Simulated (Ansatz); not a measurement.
Ideal-gas functions of `[SH][SnH3]` at 800 K and 1 bar, from an Ansatz frequency run at PBE0-D4/def2-TZVP.

Molar mass 154.81 g/mol, point group Cs (symmetry number 1), electronic degeneracy 1, moments of inertia 9.697, 157.301, 159.111 u Å². Harmonic wavenumbers (cm⁻¹, unscaled): 113, 356, 429, 468, 689, 710, 713, 732, 1949, 1950, 1974, 2714.

Use S(trans) = R[1.5 ln M + 2.5 ln T − 1.1517]; rotational temperatures θ = 24.2544 K / I; S(rot) = R[ln(√π/σ · √(T³/θAθBθC)) + 1.5]; for each mode x = 1.438777 ν̃/T, S = R[x/(eˣ − 1) − ln(1 − e⁻ˣ)] and H = RT x/(eˣ − 1); 1 cm⁻¹ = 0.0119627 kJ/mol; R = 8.31446 J/(mol·K).

By hand: the entropy, in J/(mol·K).

Translation 192.3. Rotation: θ = 2.5012, 0.1542, 0.1524 K, giving 112.4. Vibration, mode by mode: 21.58, 12.16, 10.67, 9.99, 7.04, 6.82, 6.79, 6.60, 1.16, 1.15, 1.12, 0.37, in all 85.5. Electronic 0.0. Sum 390.2 J/(mol·K).

By hand: H − E and G − E in kJ/mol, counted from the electronic energy.

Zero-point energy ½ × 12797 × 0.0119627 = 76.5; thermal vibration 34.9; translation, rotation and pV give 4 RT = 26.6. H − E = 138.0 kJ/mol, and G − E = 138.0 − 800 × 390.2/1000 = -174.2 kJ/mol.

Vibration gives 22 % of the entropy, 21.6 J/(mol·K) of it from the mode under 150 cm⁻¹: soft modes count most, and the harmonic formula is weakest for them.
